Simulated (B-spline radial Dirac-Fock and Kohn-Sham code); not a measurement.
# P²⁺: eigenvalues, ΔSCF and the reference

System: phosphorus as P²⁺, [Ne] 3s2 3p1.

The density-functional columns are spherical, spin-unpolarised Dirac-Kohn-Sham results without Breit or QED terms: −ε is minus the orbital energy of the initial state and ΔSCF the difference of two total energies. The reference in the last column comes from Dirac-Fock ΔSCF + Breit + QED. All numbers are from a radial B-spline solver, in eV; a selection of levels is shown. The Kohn-Sham columns are given as differences from the reference.

```
level  PBE −ε − DF  PBE ΔSCF − DF  LDA −ε − DF  LDA ΔSCF − DF  Dirac-Fock
    K        -72.1          +13.8        -80.2           +5.4      2180.3
   L1        -26.8           -9.3        -27.6          -10.1       224.3
   L2        -16.7           +2.2        -16.6           +2.2       165.4
   L3        -16.7           +2.1        -16.7           +2.1       164.5
   M1         -4.2           +1.8         -4.2           +1.9       38.19
 M2,3         -5.1           +0.3         -5.0           +0.5       29.42
```

For the outermost level NIST gives 30.20264 eV (measured); the differences from it are PBE −ε -5.93, PBE ΔSCF -0.46, LDA −ε -5.81, LDA ΔSCF -0.31, Dirac-Fock -0.78 eV. The computed values are configuration averages and the table refers to the lowest terms.
